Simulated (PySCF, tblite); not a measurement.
Isomers of C7H7F3. Computed values, GFN2-xTB/tblite, gas phase, harmonic and unscaled. The method is semi-empirical: single wavenumbers can be off by several per cent or more. One conformer each.

Electronic energies: PBE0/pcSseg-1 single points on the GFN2-xTB geometries (PySCF, gas phase).

| SMILES | electronic energy, lowest = 0 (kcal/mol) |
| --- | --- |
| C=C(C)[C@]1(C(F)F)C=C1F | 52.2 |
| C[C@@]1(F)C=CC=C1C(F)F | 0.0 |
| C=C[C@@](F)(C#CC)C(F)F | 35.8 |

Q: How do GFN2-xTB zero-point energies change the relative energies?

A: 
```csv
SMILES,ZPE (kcal/mol),of it from modes above 1550 cm⁻¹,electronic (kcal/mol),"with ZPE, lowest = 0 (kcal/mol)",lowest mode (cm⁻¹),rings
C[C@@]1(F)C=CC=C1C(F)F,76.5,35.4,0.0,0.0,41,1
C=C[C@@](F)(C#CC)C(F)F,74.2,36.3,35.8,33.5,19,0
C=C(C)[C@]1(C(F)F)C=C1F,75.1,36.0,52.2,50.8,25,1
```

The zero-point energies span 2.3 kcal/mol, from `C=C[C@@](F)(C#CC)C(F)F` to `C[C@@]1(F)C=CC=C1C(F)F`. The order is unchanged.

Q: And how do the electronic energies of GFN2-xTB itself compare?

A: `C[C@@]1(F)C=CC=C1C(F)F` 0.0; `C=C[C@@](F)(C#CC)C(F)F` 36.9; `C=C(C)[C@]1(C(F)F)C=C1F` 51.9 kcal/mol, lowest = 0. Against the energies above, taken from the same isomer `C[C@@]1(F)C=CC=C1C(F)F`, the largest difference is 1.1 kcal/mol.
